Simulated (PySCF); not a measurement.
## ORD: `CN[C@@H](C)[C@H](C)[SiH3]`, C5H15NSi

Geometry:
```
atom   x (Å)   y (Å)   z (Å)
  C1  -1.986  -1.447   0.807
  N2  -0.703  -1.017   0.295
  C3  -0.498   0.422   0.247
  C4  -0.262   1.057   1.622
  C5   0.648   0.737  -0.727
  C6   0.202   0.432  -2.157
 Si7   2.284  -0.178  -0.366
  H8  -2.048  -2.532   0.724
  H9  -2.176  -1.172   1.855
 H10  -2.773  -1.009   0.192
 H11   0.044  -1.444   0.835
 H12  -1.421   0.851  -0.170
 H13  -1.117   0.889   2.274
 H14  -0.118   2.131   1.525
 H15   0.622   0.632   2.093
 H16   0.838   1.814  -0.657
 H17  -0.089  -0.612  -2.235
 H18   1.004   0.625  -2.866
 H19  -0.654   1.046  -2.436
 H20   2.179  -1.598  -0.702
 H21   2.686  -0.047   1.039
 H22   3.327   0.440  -1.191
```

The calculation used PySCF, TDDFT CAM-B3LYP/def2-SVPD circular dichroism and optical rotation, one conformer, gas phase. Geometry: GFN2-xTB.

The molecule is flexible and this is one conformer; a measurement averages over conformers. States above about 7.8 eV (minus the energy of the highest occupied orbital) lie near or above the ionisation threshold and depend on the basis.

Stereocentres: C3 S, C5 S.

Task: Give the optical rotatory dispersion at 633, 589.3, 546, 436, 405, 365, 355 nm.

Result: [α] in deg dm⁻¹ (g/mL)⁻¹:
```tsv
λ (nm)	origin-invariant length gauge	modified velocity gauge	length gauge (centre of mass)	isotropic polarisability (au)
633	+65.8	+68.5	+65.3	98.8
589.3	+76.6	+79.7	+76.1	99.1
546	+90.3	+94.0	+89.7	99.5
436	+148.3	+154.5	+147.2	101.3
405	+175.3	+182.8	+174.0	102.1
365	+223.2	+233.0	+221.5	103.4
355	+238.3	+248.9	+236.5	103.9
```

Task: And for the mirror image at 589.3 nm?

Result: -76.6 deg dm⁻¹ (g/mL)⁻¹ (origin-invariant length gauge): the same size and the opposite sign.

Task: What is the molar rotation [Φ] = [α]·M/100 of the geometry above at 589.3 nm?

Result: With M = 117.27 g/mol, +89.8 deg cm² dmol⁻¹ (origin-invariant length gauge).

The first excitation lies at 6.03 eV (206 nm) with R = +0.7 × 10⁻⁴⁰ esu² cm² (velocity form).
